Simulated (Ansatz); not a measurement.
## Nudged elastic band run: CH3GeO, charge +1

Input file:

```yaml
crystal:
  periodic: [false, false, false]
  atoms:
    - { symbol: O, position_ang: [0.53155, -1.235317, 0.531154] }
    - { symbol: C, position_ang: [-0.482185, -0.961012, -0.089899] }
    - { symbol: Ge, position_ang: [0.076195, 0.941227, -0.134579] }
    - { symbol: H, position_ang: [-1.292593, -1.660485, -0.413088] }
    - { symbol: H, position_ang: [1.236432, 1.238734, -1.108273] }
    - { symbol: H, position_ang: [-0.069399, 1.676853, 1.214685] }
total_charge: 1
basis:
  gaussian: { orbitals: def2-SVP }
hamiltonian:
  xc: blyp
  dispersion: d4
neb:
  order_check: false
  images: 9
  f_tol: 0.05
  max_iterations: 60
  final_atoms:
    - { symbol: O, position_ang: [-1.23173499, -0.44880874, -0.61201288] }
    - { symbol: C, position_ang: [-0.34603793, -1.02305567, -0.00060325] }
    - { symbol: Ge, position_ang: [0.61014189, 0.70292432, 0.20918186] }
    - { symbol: H, position_ang: [-0.28378609, -2.11251506, 0.24371618] }
    - { symbol: H, position_ang: [1.28156333, 1.22347412, -1.07958862] }
    - { symbol: H, position_ang: [-0.03014621, 1.65798102, 1.23930671] }
  initial_path:
    images:
      - { positions_ang: [[0.53155, -1.235317, 0.531154], [-0.482185, -0.961012, -0.089899], [0.076195, 0.941227, -0.134579], [-1.292593, -1.660485, -0.413088], [1.236432, 1.238734, -1.108273], [-0.069399, 1.676853, 1.214685]] }
      - { positions_ang: [[0.52174511, -1.35380855, 0.52583666], [-0.45265089, -1.0090409, -0.07703667], [0.09125744, 0.94450841, -0.0800789], [-1.28396559, -1.62582392, -0.44299194], [1.19186312, 1.25680777, -1.10725538], [-0.06824918, 1.7873572, 1.18152623]] }
      - { positions_ang: [[0.51194021, -1.47230011, 0.52051931], [-0.42311679, -1.05706981, -0.06417434], [0.10631987, 0.94778982, -0.0255788], [-1.27533817, -1.59116284, -0.47289587], [1.14729423, 1.27488153, -1.10623776], [-0.06709936, 1.8978614, 1.14836746]] }
      - { positions_ang: [[0.50213532, -1.59079166, 0.51520197], [-0.39358268, -1.10509871, -0.05131201], [0.12138231, 0.95107123, 0.0289213], [-1.26671076, -1.55650176, -0.50279981], [1.10272535, 1.2929553, -1.10522014], [-0.06594953, 2.0083656, 1.11520869]] }
      - { positions_ang: [[0.49233043, -1.70928321, 0.50988463], [-0.36404857, -1.15312761, -0.03844967], [0.13644474, 0.95435263, 0.0834214], [-1.25808335, -1.52184068, -0.53270375], [1.05815646, 1.31102907, -1.10420252], [-0.06479971, 2.1188698, 1.08204992]] }
      - { positions_ang: [[0.48252554, -1.82777476, 0.50456728], [-0.33451446, -1.20115651, -0.02558734], [0.15150718, 0.95763404, 0.1379215], [-1.24945594, -1.4871796, -0.56260768], [1.01358758, 1.32910283, -1.1031849], [-0.06364989, 2.229374, 1.04889115]] }
      - { positions_ang: [[0.13967343, -1.55198156, 0.28125125], [-0.33681916, -1.16553635, -0.02059052], [0.24323412, 0.9066921, 0.15217357], [-1.05632197, -1.61224669, -0.40134291], [1.06718273, 1.30797709, -1.09846565], [-0.05694916, 2.1150954, 1.08697426]] }
      - { positions_ang: [[-0.20317867, -1.27618835, 0.05793522], [-0.33912385, -1.12991618, -0.01559371], [0.33496106, 0.85575016, 0.16642564], [-0.863188, -1.73731378, -0.24007814], [1.12077788, 1.28685135, -1.09374639], [-0.05024842, 2.00081681, 1.12505737]] }
      - { positions_ang: [[-0.54603078, -1.00039515, -0.16538081], [-0.34142854, -1.09429601, -0.01059689], [0.426688, 0.80480821, 0.18067772], [-0.67005403, -1.86238087, -0.07881336], [1.17437303, 1.26572561, -1.08902713], [-0.04354768, 1.88653821, 1.16314048]] }
      - { positions_ang: [[-0.88888288, -0.72460195, -0.38869685], [-0.34373324, -1.05867584, -0.00560007], [0.51841495, 0.75386627, 0.19492979], [-0.47692006, -1.98744797, 0.08245141], [1.22796818, 1.24459986, -1.08430788], [-0.03684695, 1.77225962, 1.20122359]] }
      - { positions_ang: [[-1.23173499, -0.44880874, -0.61201288], [-0.34603793, -1.02305567, -0.00060325], [0.61014189, 0.70292432, 0.20918186], [-0.28378609, -2.11251506, 0.24371618], [1.28156333, 1.22347412, -1.07958862], [-0.03014621, 1.65798102, 1.23930671]] }
```

Command:

```bash
$ ansatz run input.yaml --threads 1 --pin off --max-ram 2048MiB --backend cpu --events-out ev --progress --plain --runs-dir out
```

Output, in part (warnings, iteration lines, the closing report on the highest movable image, with atoms numbered from 0):

```
NEB end point (image 0): max|allowed force component| = 1.117e-2 eV/Å (the criterion of neb.relax_end_points is 1.000e-2)
NEB end point (image 10): max|allowed force component| = 1.248e-2 eV/Å (the criterion of neb.relax_end_points is 1.000e-2)
NEB iter   1: max|band force component| = 7.694e3 eV/Å  barrier→ = 1154.6207 eV  barrier← = 1154.6207 eV  Δτ_max = 0.2000 Å  (361 SCF iters)
NEB iter   2: max|band force component| = 3.338e3 eV/Å  barrier→ = 707.7114 eV  barrier← = 707.7113 eV  Δτ_max = 0.2000 Å  (307 SCF iters)
NEB iter   3: max|band force component| = 1.783e3 eV/Å  barrier→ = 468.4698 eV  barrier← = 468.4698 eV  Δτ_max = 0.2000 Å  (309 SCF iters)
NEB iter   4: max|band force component| = 1.110e3 eV/Å  barrier→ = 312.9721 eV  barrier← = 312.9720 eV  Δτ_max = 0.2000 Å  (306 SCF iters)
NEB iter   5: max|band force component| = 7.207e2 eV/Å  barrier→ = 158.2131 eV  barrier← = 158.2131 eV  Δτ_max = 0.2000 Å  (307 SCF iters)
NEB iter   6: max|band force component| = 3.679e2 eV/Å  barrier→ = 76.4241 eV  barrier← = 76.4241 eV  Δτ_max = 0.1671 Å  (302 SCF iters)
NEB iter   7: max|band force component| = 2.269e2 eV/Å  barrier→ = 44.4878 eV  barrier← = 44.4878 eV  Δτ_max = 0.1961 Å  (315 SCF iters)
NEB iter   8: max|band force component| = 9.988e1 eV/Å  barrier→ = 20.5374 eV  barrier← = 20.5374 eV  Δτ_max = 0.1013 Å  (303 SCF iters)
NEB iter   9: max|band force component| = 4.979e1 eV/Å  barrier→ = 13.9415 eV  barrier← = 13.9415 eV  Δτ_max = 0.1037 Å  (290 SCF iters)
NEB iter  10: max|band force component| = 2.768e1 eV/Å  barrier→ = 8.8824 eV  barrier← = 8.8823 eV  Δτ_max = 0.1979 Å  (301 SCF iters)
NEB iter  11: max|band force component| = 9.484e0 eV/Å  barrier→ = 6.3731 eV  barrier← = 6.3731 eV  Δτ_max = 0.2000 Å  (316 SCF iters)
NEB iter  12: max|band force component| = 4.881e0 eV/Å  barrier→ = 4.4454 eV  barrier← = 4.4454 eV  Δτ_max = 0.2000 Å  (298 SCF iters)
NEB iter  13: max|band force component| = 5.008e0 eV/Å  barrier→ = 2.5214 eV  barrier← = 2.5214 eV  Δτ_max = 0.2000 Å  (304 SCF iters)
NEB iter  14: max|band force component| = 2.857e0 eV/Å  barrier→ = 0.8566 eV  barrier← = 0.8565 eV  Δτ_max = 0.2000 Å  (282 SCF iters)
NEB iter  15: max|band force component| = 6.187e0 eV/Å  barrier→ = 0.8247 eV  barrier← = 0.8247 eV  Δτ_max = 0.1020 Å  (286 SCF iters)
NEB iter  16: max|band force component| = 2.960e0 eV/Å  barrier→ = 0.5373 eV  barrier← = 0.5373 eV  Δτ_max = 0.0995 Å  (275 SCF iters)
NEB iter  17: max|band force component| = 1.771e0 eV/Å  barrier→ = 0.3720 eV  barrier← = 0.3720 eV  Δτ_max = 0.1025 Å  (277 SCF iters)
NEB iter  18: max|band force component| = 1.324e0 eV/Å  barrier→ = 0.3026 eV  barrier← = 0.3026 eV  Δτ_max = 0.0717 Å  (281 SCF iters)
NEB iter  19: max|band force component| = 6.135e-1 eV/Å  barrier→ = 0.2510 eV  barrier← = 0.2510 eV  Δτ_max = 0.0429 Å  (270 SCF iters)
NEB iter  20: max|band force component| = 6.203e-1 eV/Å  barrier→ = 0.2472 eV  barrier← = 0.2472 eV  Δτ_max = 0.0216 Å  (264 SCF iters)
NEB iter  21: max|band force component| = 3.766e-1 eV/Å  barrier→ = 0.2468 eV  barrier← = 0.2467 eV  CI = image 5  Δτ_max = 0.0216 Å  (250 SCF iters)
NEB iter  22: max|band force component| = 1.757e-1 eV/Å  barrier→ = 0.2465 eV  barrier← = 0.2465 eV  CI = image 5  Δτ_max = 0.0113 Å  (236 SCF iters)
NEB iter  23: max|band force component| = 1.112e-1 eV/Å  barrier→ = 0.2465 eV  barrier← = 0.2464 eV  CI = image 5  Δτ_max = 0.0305 Å  (224 SCF iters)
NEB iter  24: max|band force component| = 2.746e-1 eV/Å  barrier→ = 0.2464 eV  barrier← = 0.2464 eV  CI = image 5  Δτ_max = 0.0153 Å  (241 SCF iters)
NEB iter  25: max|band force component| = 2.598e-2 eV/Å  barrier→ = 0.2464 eV  barrier← = 0.2464 eV  CI = image 5  Δτ_max = 0.0000 Å  (517 SCF iters)
Total energy: -59632.74067383 eV, -2191.4627992400 hartree
Atom 0 at    -0.513189    -1.494800     1.198491 Å, force     0.000611     0.000365     0.001251 eV/Å
Atom 1 at    -0.441911    -1.110304     0.078132 Å, force    -0.001416    -0.002260    -0.001029 eV/Å
Atom 2 at     0.349576     0.898498    -0.155975 Å, force     0.001917     0.002717    -0.000903 eV/Å
Atom 3 at    -0.727845    -1.647109    -0.863311 Å, force     0.000466     0.001547     0.000462 eV/Å
Atom 4 at     0.602278     1.756126    -1.443077 Å, force    -0.000479    -0.000902     0.000081 eV/Å
Atom 5 at     0.731092     1.597589     1.185739 Å, force    -0.001098    -0.001467     0.000139 eV/Å
Dipole moment:     0.048374     0.203791    -0.451190 e Å
```

The forces met the threshold. A vibrational analysis at the climbing image gives one clearly imaginary mode, 134i cm⁻¹: a first-order saddle point. Limits of this set-up: the dipole of an ion depends on the origin.

Final band (atoms are numbered from 1 in the order of the input):

```json
{"image": "0", "path coordinate (Å)": "0.00", "energy (eV)": "0.000", "dihedral O1–C2–Ge3–H6 (°)": "-74"}
{"image": "1", "path coordinate (Å)": "0.40", "energy (eV)": "0.050", "dihedral O1–C2–Ge3–H6 (°)": "-57"}
{"image": "2", "path coordinate (Å)": "0.80", "energy (eV)": "0.131", "dihedral O1–C2–Ge3–H6 (°)": "-41"}
{"image": "3", "path coordinate (Å)": "1.20", "energy (eV)": "0.196", "dihedral O1–C2–Ge3–H6 (°)": "-27"}
{"image": "4", "path coordinate (Å)": "1.60", "energy (eV)": "0.234", "dihedral O1–C2–Ge3–H6 (°)": "-13"}
{"image": "5", "path coordinate (Å)": "2.00", "energy (eV)": "0.246", "dihedral O1–C2–Ge3–H6 (°)": "0"}
{"image": "6", "path coordinate (Å)": "2.40", "energy (eV)": "0.234", "dihedral O1–C2–Ge3–H6 (°)": "13"}
{"image": "7", "path coordinate (Å)": "2.80", "energy (eV)": "0.196", "dihedral O1–C2–Ge3–H6 (°)": "27"}
{"image": "8", "path coordinate (Å)": "3.21", "energy (eV)": "0.131", "dihedral O1–C2–Ge3–H6 (°)": "41"}
{"image": "9", "path coordinate (Å)": "3.61", "energy (eV)": "0.050", "dihedral O1–C2–Ge3–H6 (°)": "57"}
{"image": "10", "path coordinate (Å)": "4.01", "energy (eV)": "0.000", "dihedral O1–C2–Ge3–H6 (°)": "74"}
```

Run time: 5.9 min on 1 thread of Arm Neoverse V2, with other jobs on the host, peak memory 0.16 GiB.
